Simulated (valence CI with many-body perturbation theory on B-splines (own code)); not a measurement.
E1 transitions of F4+

Method: configuration interaction combined with many-body perturbation theory (CI+MBPT): three valence electrons over a frozen Dirac-Fock core [He], radial functions for each j: 11 s, 11 p, 10 d, 8 f, 5 g, 2 h, with the one-electron correlation potential Σ1, the two-electron term Σ2, the three-electron term Σ3, Breit, model QED; selected CI, second order for the rest, scaled by the run's own slope (own B-spline code, finite nucleus).

Set against measurement, 37 paired levels are off by 112 cm⁻¹ on average, the worst by 258. These come from a selection out of Moore, Atomic Energy Levels, vol. I, NSRDS-NBS 35 (1971 reprint of NBS Circular 467, 1949), an old analysis. Levels without a partner in it may be off by more.

Lines 101 to 150 of 596 in falling wavelength, among levels below 859460 cm⁻¹, chosen from the strongest by gf and those to the six lowest levels. Wavelengths and rates use the calculated energies, so an error of 100 cm⁻¹ moves a line at 3256 Å by 0.33 % and its rate by three times that or more. Electric multipoles are in the length gauge, E1 and E2 with the static RPA response of the core. Weak lines are less certain than strong ones. Lines between different terms over intervals too small for the method are left out, as are lines whose strength nearly cancels. Where a level lies close to another of its J and parity, the split of strength between their lines is uncertain. The highest levels of a list are the least certain.

Names give the largest LS component (configuration and term), which can be under half, so a name can repeat, a term be missing and a line seem to break the LS rules; names also repeat where a configuration has a term twice. Letters in brackets count levels of one name in rising energy.

| λ vac (Å) | Upper | Lower | A (s⁻¹) | S (a.u.) |
| --- | --- | --- | --- | --- |
| 3630 | 2p2 3p 2D°_5/2 [a] | 2p2 3s 2P_3/2 | 3.45e+07 | 4.88e+00 |
| 3535 | 2s2 6d 2D_5/2 | 2s 2p 4s 2P°_3/2 | 2.38e+07 | 3.12e+00 |
| 3266 | 2s2 6d 2D_3/2 | 2s2 5f 2F°_5/2 | 5.34e+07 | 3.67e+00 |
| 3266 | 2s2 6d 2D_5/2 | 2s2 5f 2F°_7/2 | 5.08e+07 | 5.24e+00 |
| 3256 | 2s 2p 3d 2P°_3/2 [a] | 2s 2p 3p 2S_1/2 [a] | 4.72e+07 | 3.22e+00 |
| 3208 | 2s 2p 3d 4P°_5/2 | 2s 2p 3p 4P_5/2 | 2.03e+07 | 1.98e+00 |
| 3179 | 2s2 6s 2S_1/2 | 2s2 5p 2P°_3/2 | 1.69e+08 | 5.37e+00 |
| 3178 | 2s2 6p 2P°_1/2 | 2s2 5d 2D_3/2 | 1.44e+08 | 4.57e+00 |
| 3176 | 2s2 6p 2P°_3/2 | 2s2 5d 2D_5/2 | 1.30e+08 | 8.19e+00 |
| 3174 | 2s2 6s 2S_1/2 | 2s2 5p 2P°_1/2 | 8.47e+07 | 2.67e+00 |
| 3152 | 2p2 3p 4D°_5/2 | 2p2 3s 4P_5/2 | 2.85e+07 | 2.64e+00 |
| 3137 | 2p2 3p 4D°_3/2 | 2p2 3s 4P_3/2 | 5.26e+07 | 3.21e+00 |
| 3126 | 2p2 3p 4D°_1/2 | 2p2 3s 4P_1/2 | 8.47e+07 | 2.56e+00 |
| 3117 | 2p2 3p 4D°_7/2 | 2p2 3s 4P_5/2 | 1.02e+08 | 1.22e+01 |
| 3112 | 2p2 3p 4D°_5/2 | 2p2 3s 4P_3/2 | 7.32e+07 | 6.53e+00 |
| 3110 | 2p2 3p 4D°_3/2 | 2p2 3s 4P_1/2 | 4.39e+07 | 2.61e+00 |
| 3103 | 2s2 6g 2G_7/2 | 2s2 5f 2F°_7/2 | 2.28e+07 | 2.69e+00 |
| 3102 | 2s2 6g 2G_9/2 | 2s2 5f 2F°_7/2 | 6.39e+08 | 9.41e+01 |
| 3102 | 2s2 6g 2G_7/2 | 2s2 5f 2F°_5/2 | 6.16e+08 | 7.26e+01 |
| 3087 | 2s 2p 3d 2F°_7/2 [b] | 2s 2p 3p 2D_5/2 [b] | 5.73e+07 | 6.65e+00 |
| 3082 | 2s 2p 3d 2F°_5/2 [b] | 2s 2p 3p 2D_3/2 [b] | 5.35e+07 | 4.64e+00 |
| 3051 | 2s 2p 3d 4F°_5/2 | 2s 2p 3p 4D_5/2 | 2.20e+07 | 1.85e+00 |
| 3040 | 2s 2p 3d 4F°_9/2 | 2s 2p 3p 4D_7/2 | 9.55e+07 | 1.32e+01 |
| 3039 | 2s 2p 3d 2P°_1/2 [b] | 2s 2p 3p 2S_1/2 [b] | 7.66e+07 | 2.12e+00 |
| 3035 | 2s 2p 3d 2P°_3/2 [b] | 2s 2p 3p 2S_1/2 [b] | 7.83e+07 | 4.32e+00 |
| 3031 | 2s 2p 3d 4F°_7/2 | 2s 2p 3p 4D_5/2 | 8.37e+07 | 9.20e+00 |
| 3027 | 2s 2p 3d 4F°_5/2 | 2s 2p 3p 4D_3/2 | 7.23e+07 | 5.93e+00 |
| 3027 | 2s 2p 3d 4F°_3/2 | 2s 2p 3p 4D_1/2 | 6.67e+07 | 3.65e+00 |
| 3026 | 2p2 3p 2F°_5/2 | 2p2 3s 2D_3/2 | 5.17e+07 | 4.25e+00 |
| 3018 | 2p2 3p 2F°_7/2 | 2p2 3s 2D_5/2 | 5.92e+07 | 6.42e+00 |
| 2968 | 2s2 6h 2H°_9/2 | 2s2 5g 2G_9/2 | 2.29e+07 | 2.95e+00 |
| 2968 | 2s2 6h 2H°_11/2 | 2s2 5g 2G_9/2 | 1.03e+09 | 1.59e+02 |
| 2968 | 2s2 6h 2H°_9/2 | 2s2 5g 2G_7/2 | 1.01e+09 | 1.30e+02 |
| 2929 | 2s 2p 3d 2D°_5/2 [b] | 2s 2p 3p 2P_3/2 [b] | 6.78e+07 | 5.05e+00 |
| 2928 | 2p2 3d 2F_7/2 | 2p2 3p 2D°_5/2 [a] | 8.10e+07 | 8.03e+00 |
| 2924 | 2s 2p 3d 2D°_3/2 [b] | 2s 2p 3p 2P_1/2 [b] | 5.63e+07 | 2.78e+00 |
| 2921 | 2p2 3d 2F_5/2 | 2p2 3p 2D°_3/2 [a] | 7.53e+07 | 5.55e+00 |
| 2885 | 2p2 3d 4D_7/2 | 2p2 3p 4P°_5/2 | 8.21e+07 | 7.79e+00 |
| 2877 | 2s 2p 4p 2S_1/2 | 2s2 5p 2P°_3/2 | 7.46e+07 | 1.76e+00 |
| 2863 | 2p2 3d 4D_5/2 | 2p2 3p 4P°_3/2 | 6.51e+07 | 4.53e+00 |
| 2861 | 2p2 3d 4D_3/2 | 2p2 3p 4P°_3/2 | 4.16e+07 | 1.92e+00 |
| 2849 | 2p2 3d 4D_3/2 | 2p2 3p 4P°_1/2 | 4.05e+07 | 1.85e+00 |
| 2848 | 2p2 3d 4D_1/2 | 2p2 3p 4P°_1/2 | 7.37e+07 | 1.68e+00 |
| 2808 | 2p2 3p 2F°_5/2 | 2s2 5d 2D_3/2 | 5.65e+07 | 3.70e+00 |
| 2798 | 2p2 3p 2F°_7/2 | 2s2 5d 2D_5/2 | 8.92e+07 | 7.71e+00 |
| 2754 | 2s 2p 3d 2D°_5/2 [b] | 2s 2p 3p 2D_5/2 [b] | 2.83e+07 | 1.75e+00 |
| 2751 | 2s 2p 4d 2F°_5/2 | 2p2 3s 2D_3/2 | 1.13e+08 | 6.99e+00 |
| 2747 | 2s2 6f 2F°_5/2 | 2s2 5d 2D_3/2 | 2.60e+08 | 1.60e+01 |
| 2739 | 2s2 6f 2F°_7/2 | 2s2 5d 2D_5/2 | 2.63e+08 | 2.14e+01 |
| 2737 | 2s 2p 3p 4D_5/2 | 2s 2p 3s 4P°_5/2 | 3.81e+07 | 2.31e+00 |
